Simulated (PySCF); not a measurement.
# C8H7O: g tensor and hyperfine couplings

Compound: C₈H₇O (doublet state).
Geometry (GFN2-xTB, Å), atoms numbered from 1 in this order:
```
atom  x, y, z in Å
C1     0.928    2.084    0.378
C2     1.020    0.777    0.132
C3     2.233   -0.022   -0.031
C4     1.884   -1.307   -0.267
C5     0.453   -1.363   -0.261
C6    -0.121   -0.168   -0.031
C7    -1.534    0.167    0.048
C8    -2.453   -1.016   -0.161
O9    -1.956    1.286    0.260
H10    1.812    2.694    0.481
H11   -0.031    2.563    0.478
H12    3.227    0.381    0.032
H13    2.535   -2.145   -0.431
H14   -2.266   -1.453   -1.139
H15   -3.490   -0.698   -0.093
H16   -2.249   -1.772    0.593
```

The hyperfine couplings belong to this conformer and change with its torsions.

Identity: `C=C1C=C[C]=C1C(C)=O` [radical].

Method used: UKS B3LYP, pcH-1 on C H O, non-relativistic, mean-field spin-orbit, GIAO in PySCF. Geometry: GFN2-xTB, one conformer, isolated molecule. The geometry wasn't refined by DFT: couplings that depend on bond lengths, twists or pyramidal angles can differ widely from those at the functional's own minimum. No stability test was run, so a lower SCF solution isn't excluded.

```
g1, g2, g3                      : 2.00156, 2.00195, 2.00289
g_iso                           : 2.00213
Form of g                       : rhombic: the two nearest values differ by 29 % of g3 − g1
⟨S²⟩                            : 0.7656 (exact 0.7500)
α and β electrons               : 32, 31
HOMO–LUMO gap, α and β orbitals : 4.01, 3.56 eV
Basis functions                 : 295
```

Hyperfine couplings atom by atom, in MHz; T1 to T3 are the principal values of the dipolar part; ρ(0) is the spin density at the nucleus:

| atom | isotope | a_iso | T1 | T2 | T3 | Mulliken spin population | ρ(0) (bohr⁻³) |
| --- | --- | --- | --- | --- | --- | --- | --- |
| C1 | 13C | 5.5 | -8.5 | 2.4 | 6.1 | -0.05 | 0.0049 |
| C2 | 13C | 65.2 | -6.2 | -2.6 | 8.8 | 0.08 | 0.0580 |
| C3 | 13C | 38.4 | -5.5 | 1.7 | 3.8 | 0.06 | 0.0342 |
| C4 | 13C | 37.9 | -10.9 | -4.8 | 15.6 | -0.03 | 0.0337 |
| C5 | 13C | 438.2 | -81.1 | -56.3 | 137.4 | 1.04 | 0.3898 |
| C6 | 13C | 29.9 | -21.2 | 0.4 | 20.7 | -0.13 | 0.0266 |
| C7 | 13C | 11.3 | -1.7 | -1.1 | 2.8 | 0.02 | 0.0100 |
| C8 | 13C | -0.6 | -2.0 | 0.0 | 1.9 | 0.01 | -0.0005 |
| O9 | 17O | 1.4 | -4.9 | -2.8 | 7.7 | -0.02 | -0.0023 |
| H10 | 1H | 16.4 | -1.4 | -1.1 | 2.5 | 0.01 | 0.0037 |
| H11 | 1H | 5.9 | -1.9 | -1.5 | 3.4 | 0.00 | 0.0013 |
| H12 | 1H | 12.4 | -3.1 | -3.0 | 6.1 | 0.00 | 0.0028 |
| H13 | 1H | 14.8 | -6.8 | -5.5 | 12.3 | 0.01 | 0.0033 |
| H14 | 1H | 2.8 | -4.6 | -2.5 | 7.1 | 0.00 | 0.0006 |
| H15 | 1H | 1.3 | -1.7 | -1.5 | 3.2 | 0.00 | 0.0003 |
| H16 | 1H | 2.8 | -4.5 | -2.5 | 7.0 | 0.00 | 0.0006 |

Largest spin populations (Mulliken): C5 (+1.04), C6 (-0.13), C2 (+0.08) and C3 (+0.06). C5 is the only atom above +0.15. The positive populations add up to 1.22 and the negative ones to -0.22, together 2S = 1.

Axes: g1 points within 7° of the C6–C7 bond.

Under fast tumbling the dipolar parts average out, and these isotropic splittings remain: 1 × 1H (H10, I = 1/2, 2 lines) with 0.59 mT, 1 × 1H (H13, I = 1/2, 2 lines) with 0.53 mT, 1 × 1H (H12, I = 1/2, 2 lines) with 0.44 mT, 1 × 1H (H11, I = 1/2, 2 lines) with 0.21 mT and 3 × 1H (H14/H15/H16, I = 1/2, 4 lines) with 0.08 mT.

Means are taken over nuclei equivalent by connectivity, which assumes that they swap fast.

The 13C coupling of C5 (438.2 MHz) shows only in satellite lines or after enrichment, since that isotope makes up about 1.07 % of natural carbon.

Examples of negative spin density at the nucleus (bohr⁻³): O9 (-0.0023).
